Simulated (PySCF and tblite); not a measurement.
Values are calculated unless marked as measured or tabulated.
System: C3H6O2Si, numbered as in [O:1]=[CH:2]/[CH:3]=[CH:4]/[O:5][SiH3:6].

Motion: rotation about the C4–O5 bond (torsion C3–C4–O5–Si6 from 0° to 174°, rising). GFN2-xTB gives an electronic barrier of 3.0 kcal/mol and a reaction energy of 1.8 kcal/mol.

(1) What does PBE0/pcSseg-1 + D3(BJ) give on PBE0-D3(BJ)/def2-SVP geometries?

(2) And the level of the geometries itself, PBE0-D3(BJ)/def2-SVP?

Programs: tblite and PySCF.

## Answers

(1) A barrier of 3.7 kcal/mol, 0.6 above the tight-binding barrier (from unrounded values), a reaction energy of 1.7 kcal/mol and, with GFN2-xTB thermal terms, ΔG‡(298 K) = 3.7 kcal/mol and k = 2.4×10¹⁰ s⁻¹ (2 equivalent paths).

(2) 3.9 kcal/mol.
